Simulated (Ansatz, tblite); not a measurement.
Isomers of In$_{4}$As$_{4}$⁻ (doublet), found by a short tight-binding search and relaxed with PBE-D4/def2-SVP in Ansatz.

In the def2 sets In takes a core potential; there is no spin–orbit coupling. The xTB rows come from tblite.

Other spin states weren't relaxed.

A:

```xyz
8

In    0.230   -1.600   -1.886
In    1.104    0.262    0.923
In   -1.614   -0.574    2.707
In    0.466    1.788   -2.032
As    2.475   -0.452   -1.183
As    0.876    0.059    3.450
As   -1.964   -0.158   -2.083
As   -1.571    0.674    0.105
```

B:

```xyz
8

In    0.247    1.372   -0.493
In   -3.160    0.680   -0.411
In    1.518   -0.601    2.217
In    1.948   -1.281   -1.571
As   -1.212    0.823    1.714
As    2.738    0.922    0.083
As   -1.108   -1.347    0.423
As   -0.971   -0.569   -1.961
```

**Question.** Estimate their order by electronic energy at PBE0-D4/def2-SVP, counted from the lowest.

**Answer.** B (0.0) < A (83.7), in kJ/mol.

**Question.** Do the other levels pick the same lowest one?

**Answer.** All that were run do. Energies above each level's lowest (kJ/mol):

| level | A | B |
| --- | --- | --- |
| GFN2-xTB | 83.0 | 0.0 |
| PBE-D4/def2-SVP | 82.9 | 0.0 |
| r2SCAN-D4/def2-SVP | 68.3 | 0.0 |
| PBE0-D4/def2-SVP | 83.7 | 0.0 |
Point groups (tolerance 0.1 Å): A not assigned, B not assigned. Lower isomers may exist.
